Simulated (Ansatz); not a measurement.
Saddle point of BHBrOF, singlet (BHBrOF ([OH][B]([F])[Br]) → BOF + HBr; bonds formed: Br2–H4; bonds broken: B1–Br2, O3–H4), PBE0-D4/def2-TZVP structure:

```
5
angstrom
B -0.4263 0.4722 0.3325
Br 1.2464 -1.3455 -0.0412
O -0.6018 0.6155 -0.8934
H 0.3579 -0.4230 -0.9843
F -0.5763 0.6808 1.5863
```

Energies are electronic, without zero-point energy. Barriers and step energies count from the start structure reached by relaxing down the imaginary mode; all methods use the PBE0-D4 structures, on which another method's saddle can fall below an end. Computed with Ansatz 0.2.0 (basis: def2-TZVPP, with def2-QZVPP for the basis limit); correlated methods freeze the cores. Filled d shells of the heavier atoms are correlated. The def2 sets are not built for correlating such inner shells, so the correlated values are less sure here. B3LYP uses VWN-RPA correlation. Extrapolation: Hartree–Fock as exp(−7.88 √X), correlation as X^−2.97.

```json
{"method": "SPW92", "barrier (kJ/mol)": "195.4", "step energy (kJ/mol)": "190.0"}
{"method": "PBE-D4", "barrier (kJ/mol)": "195.8", "step energy (kJ/mol)": "163.8"}
{"method": "BLYP-D4", "barrier (kJ/mol)": "191.9", "step energy (kJ/mol)": "141.9"}
{"method": "r2SCAN-D4", "barrier (kJ/mol)": "?", "step energy (kJ/mol)": "176.3"}
{"method": "B97M-V", "barrier (kJ/mol)": "226.3", "step energy (kJ/mol)": "165.8"}
{"method": "PBE0-D4", "barrier (kJ/mol)": "?", "step energy (kJ/mol)": "179.5"}
{"method": "B3LYP-D4", "barrier (kJ/mol)": "214.3", "step energy (kJ/mol)": "157.7"}
{"method": "r2SCAN0-D4", "barrier (kJ/mol)": "230.7", "step energy (kJ/mol)": "186.5"}
{"method": "BHLYP-D4", "barrier (kJ/mol)": "242.9", "step energy (kJ/mol)": "174.7"}
{"method": "CAM-B3LYP-D4", "barrier (kJ/mol)": "226.2", "step energy (kJ/mol)": "165.2"}
{"method": "wB97X-V", "barrier (kJ/mol)": "233.2", "step energy (kJ/mol)": "174.9"}
{"method": "wB97M-V", "barrier (kJ/mol)": "225.6", "step energy (kJ/mol)": "170.9"}
{"method": "B2PLYP", "barrier (kJ/mol)": "?", "step energy (kJ/mol)": "156.3"}
{"method": "PBE-QIDH", "barrier (kJ/mol)": "234.4", "step energy (kJ/mol)": "182.0"}
{"method": "RPA on PBE", "barrier (kJ/mol)": "225.3", "step energy (kJ/mol)": "158.2"}
{"method": "HF", "barrier (kJ/mol)": "275.6", "step energy (kJ/mol)": "171.1"}
{"method": "MP2", "barrier (kJ/mol)": "222.8", "step energy (kJ/mol)": "164.0"}
{"method": "CCSD", "barrier (kJ/mol)": "241.5", "step energy (kJ/mol)": "168.3"}
{"method": "CCSD(T)", "barrier (kJ/mol)": "230.5", "step energy (kJ/mol)": "166.2"}
```

(1) Fill in the withheld barriers. (Judge from chemistry; the value comes from the calculation.)

T1 diagnostic: at most 0.013.

Results:

(1) The calculation gives: r2SCAN-D4 213.1; B2PLYP 219.4; PBE0-D4 221.7 kJ/mol. Each is the energy of the saddle less that of the start structure, by the same method.

For comparison, the barrier by CCSD(T) at an estimated basis limit (MP2 extrapolated from triple and quadruple zeta, plus CCSD(T) − MP2 in triple zeta) is 228.5 kJ/mol.

Labels in which every atom is bracketed show which atoms are joined, not bond orders.

For scale, one of the runs: CCSD(T)/def2-TZVPP, 155 basis functions, launched by `ansatz run in.yaml --threads 2 --pin off --events-out ev --progress --plain --max-ram 4352MiB`. Hardware: 2 CPU threads of an Arm Neoverse V2, shared host. Wall time 45 s; peak host memory 1.2 GiB.
